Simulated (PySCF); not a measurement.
# Working out the excitation energy of Ar⁺

Ar⁺ [Ne] 3s2 3p5 (2P) → Ar⁺ [Ne] 3s1 3p6 (2S). Calculation: PySCF 2.14, in x2c-TZVPPall (5s5p3d1f, 42 functions); the spin-free X2C one-electron Hamiltonian (Gaussian nucleus). Frozen: 1s2. Energies in hartree (1 hartree = 27.21139 eV):

```csv
part,Ar⁺ (lower),Ar⁺ (upper)
UHF,-528.079083,-527.388767
MP2 opposite-spin,-0.242665,-0.338554
MP2 same-spin,-0.091669,-0.106069
```

Task: What does Hartree-Fock give?

Result: (-527.388767) − (-528.079083) = 0.690316 hartree = 18.784 eV.

Task: What do MP2 and SCS-MP2 (6/5 opposite-spin, 1/3 same-spin) give?

Result: The opposite-spin parts differ by -2.609 eV and the same-spin parts by -0.392 eV. MP2: 18.784 + (-2.609) + (-0.392) = 15.783 eV. SCS-MP2: 18.784 + 1.2 × (-2.609) + (-0.392)/3 = 15.523 eV.

Measured between the centres of the two terms (NIST): 13.421 eV, so MP2 (valence and next inner shell) is off by 2.362 eV.

What remains against the reference includes basis incompleteness, the frozen core and correlation beyond second order.
